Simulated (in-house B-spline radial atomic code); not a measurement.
## Ionising Os44+ with different functionals

Computed with a radial B-spline atomic code at the basis-set limit: scalar-relativistic (spin-free X2C) Hamiltonian, Fermi nucleus of rms radius 5.4126 fm, spin-polarised at highest spin, spherical fractional occupations for the functionals. The ionisation energy is the difference of two self-consistent energies, [Ar] 3d10 4s2 4p2 → [Ar] 3d10 4s2 4p1, without Breit or QED terms; ε is the level of the shell that loses the electron (its least bound occupied spin orbital). There is no spin-orbit coupling in this Hamiltonian.

Hybrids are left out here: with spherical fractional occupations of an open shell their exact exchange keeps a self-interaction that integer-occupation calculations don't have.

```json
{"method": "LDA exchange-only", "rung": "LDA", "ΔSCF (eV)": "2267.7", "-ε(4p) (eV)": "2239.3"}
{"method": "LDA VWN5", "rung": "LDA", "ΔSCF (eV)": "?", "-ε(4p) (eV)": "?"}
{"method": "BLYP", "rung": "GGA", "ΔSCF (eV)": "?", "-ε(4p) (eV)": "?"}
{"method": "revTPSS", "rung": "meta-GGA", "ΔSCF (eV)": "2269.5", "-ε(4p) (eV)": "2241.7"}
```

(1) What does LDA VWN5 give?

(2) What does BLYP give?

(3) How do they compare with the NIST value?

## Answers

(1) ΔSCF 2270.0 eV, and -ε(4p) = 2241.5 eV.

(2) ΔSCF 2270.1 eV, and -ε(4p) = 2241.7 eV.

(3) NIST lists 2336 eV ± 4 (tabulated theory, ground level to ground level). Errors run from -68.3 to -65.9 eV. The correlated functionals all miss on the same side by more than they spread, so the cause is common to them (spin-orbit coupling, Breit-QED terms, multiplet and fine-structure energies, or a listed next ion that isn't the cheapest removal here) and closeness doesn't rank the functionals.
